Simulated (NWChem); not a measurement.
Molecule: C2H4FNOSi; SMILES C[Si@@H](F)OC#N

```xyz
10

C      1.1127     2.0465    -0.1464
Si    -0.0713     0.7196     0.3612
F     -1.5552     0.9844    -0.2568
O      0.5270    -0.7165    -0.3879
C      0.1735    -1.9273    -0.1084
N     -0.1141    -3.0458     0.1191
H      0.7914     3.0296     0.2517
H      1.1607     2.1135    -1.2518
H      2.1291     1.8268     0.2371
H     -0.2209     0.4334     1.8166
```
Atoms are numbered in this order, from 1.

Program: NWChem. Structure relaxed at the PBE-D3(BJ)/def2-SVP level.

Q: Predict the results for Hartree-Fock/cc-pVDZ. Quantities: highest occupied level (eV); orbital gap (eV); dipole (D).

A: The highest occupied level (eV) is -11.88. The orbital gap (eV) is 15.77 and the dipole (D) is 5.82.
